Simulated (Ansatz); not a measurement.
Compare A (`BC(CF)N=C`) with its isomer B (`N=CBCCF`).

Calculated with Ansatz (gas phase, PBE0-D4/def2-TZVP geometries, no zero-point term in ΔE). CCSD(T)/CBS adds triple-zeta CCSD(T) − MP2 to the extrapolated MP2 energy (def2 sets, frozen cores). Functionals use def2-TZVPP. Each species was taken in one conformer, which may not be the lowest.

A:

Z-matrix (Å, degrees):
```
C
C 1 1.517
B 1 1.568 2 109.9
N 1 1.440 2 111.1 3 128.0
H 1 1.115 2 106.1 3 -110.3
F 2 1.386 1 110.3 3 -48.5
H 2 1.093 1 111.3 3 -167.6
H 2 1.093 1 110.1 3 70.2
H 3 1.193 1 121.8 2 134.6
H 3 1.196 1 117.7 2 -49.4
C 4 1.257 1 118.7 2 132.0
H 11 1.100 4 123.3 1 -0.8
H 11 1.089 4 119.4 1 179.1
```

B:

Z-matrix (Å, degrees):
```
C
C 1 1.509
B 1 1.559 2 117.4
H 1 1.102 2 109.2 3 121.1
H 1 1.098 2 110.3 3 -125.8
F 2 1.389 1 109.5 3 59.0
H 2 1.095 1 111.6 3 -59.8
H 2 1.094 1 112.4 3 177.9
C 3 1.566 1 125.0 2 9.9
H 3 1.202 1 118.7 2 -174.7
N 9 1.277 3 122.7 1 158.0
H 9 1.095 3 121.7 1 -17.7
H 11 1.025 9 109.6 3 5.2
```

(1) Which is lower in electronic energy at CCSD(T)/CBS, and by how much? (An estimate is asked.)

(2) Give E(B) − E(A) in kJ/mol with ωB97M-V, MP2/def2-TZVPP, BLYP-D4, PBE0-D4, HF/def2-TZVPP, PBE-D4, CCSD(T)/def2-SVP. (Estimate.)

(3) Does the order hold for the free energy at 298.15 K (harmonic terms from PBE0-D4)? (Best estimate.)

Largest T1 diagnostic: 0.012.

## Answers

(1) Ansatz gave: B, by 66.7 kJ/mol.

(2) Ansatz gave: ωB97M-V -66.8, MP2/def2-TZVPP -62.9, BLYP-D4 -63.4, PBE0-D4 -66.8, HF/def2-TZVPP -62.5, PBE-D4 -66.4, CCSD(T)/def2-SVP -59.3. None reverses the order clearly.

(3) The calculation gave: Yes: G(B) − G(A) = -62.5 kJ/mol, for one conformer each. Modes under 60 cm⁻¹, often nearly free rotors, make the harmonic entropy too high.

Leaving LDA and LC-ωPBE aside and taking each functional with its dispersion term where it has one, the values, not all of them listed here, spread over 8.2 kJ/mol, from B97M-V to revPBE-D4. LDA lies +4.2 kJ/mol from PBE without D4. At CCSD(T), def2-SVP lies +7.4 kJ/mol from the extrapolated value and def2-TZVPP +1.3 kJ/mol.
